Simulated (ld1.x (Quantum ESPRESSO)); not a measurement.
Before and after: RRKJ potential for nickel (Ni)

nickel (Ni), norm-conserving RRKJ (Kleinman–Bylander form), made with ld1.x (Quantum ESPRESSO) 7.5 (PBE, scalar-relativistic). Core [Ar], reference 3d8 4s1 4p0 (charge +1). Waves: 4p (bound, empty): rc 1.90 bohr; 3d (bound): rc 1.25 bohr; 4s (bound): rc 1.50 bohr. Local part: the s channel. Core correction: Bessel-smoothed model core inside 1.00 bohr.

All-electron outer shells of the reference configuration (PBE, scalar-relativistic, ld1.x):

```
shell  level (eV)  outermost node (bohr)  outermost maximum (bohr)
   3p      -80.51                   0.27                      0.65
   3d      -17.92                      –                      0.63
   4s      -13.18                   0.92                      2.13
   4p       -7.58                   0.99                      2.70
```

Change: wave 4s (bound): rc 1.50 bohr becomes 4s (bound): rc 1.42 bohr.

Cutoffs: the cutoffs (Ry, on a coarse ladder) from which the occupation-weighted sum of valence levels, in a spherical-Bessel basis at the reference potential, stays within 10 and 1 mRy of its value at 400 Ry; they do not see the model core or the augmentation charge, which bear on the density cutoff. Errors are all-electron minus pseudo energies relative to the spin-unpolarised reference configuration.

Q: Predict the effect on cutoff, ghosts and configuration errors.

A: The potential gets neither clearly harder nor softer (120 Ry and 180 Ry → 120 Ry and 180 Ry); both files keep a bound ghost (p); of the 7 tests that both files solve, the error grows in 2 and shrinks in 3 by more than 15 % and 0.3 meV (median size 174.0 → 144.5 meV).

| quantity | base | changed |
| --- | --- | --- |
| cutoff, loose | 120 Ry | 120 Ry |
| cutoff, tight | 180 Ry | 180 Ry |
| loose cutoff by channel (10 mRy a level) | d 100 Ry, s 30 Ry | d 100 Ry, s 35 Ry |
| bound ghosts | p | p |
| error for 3d8 4s2 4p0, meV [ΔE -9.32 eV] | -0.9 | +2.1 |
| error for 3d8 4s0 4p0, meV [ΔE 17.35 eV] | -9.7 | -5.8 |
| error for 3d7 4s0 4p0, meV [ΔE 54.82 eV] | -492 | -492 |
| error for 3d7 4s2 4p0, meV [ΔE 6.80 eV] | -331 | -192 |
| error for 3d9 4s1 4p0, meV [ΔE -10.92 eV] | -174 | -145 |
| error for 3d9 4s0 4p0, meV [ΔE -3.00 eV] | -272 | -236 |
| error for 3d8 4s0 4p2, meV [ΔE 0.18 eV] | -1.9 | -3.3 |
| s: phases at 2.06 bohr within 0.05 rad from the reference energy up to (Ry; the scan ends near 5) | 0.9 | -0.1 |
| p: phases at 2.06 bohr within 0.05 rad from the reference energy up to (Ry; the scan ends near 5) | to the end of the scan | 4.4 |
| d: phases at 2.06 bohr within 0.05 rad from the reference energy up to (Ry; the scan ends near 5) | 0.1 | 0.2 |

 A true bound ghost makes a file unfit for plane-wave use even where its test errors are small: the radial tests pick states by their node count and pass the ghost by.
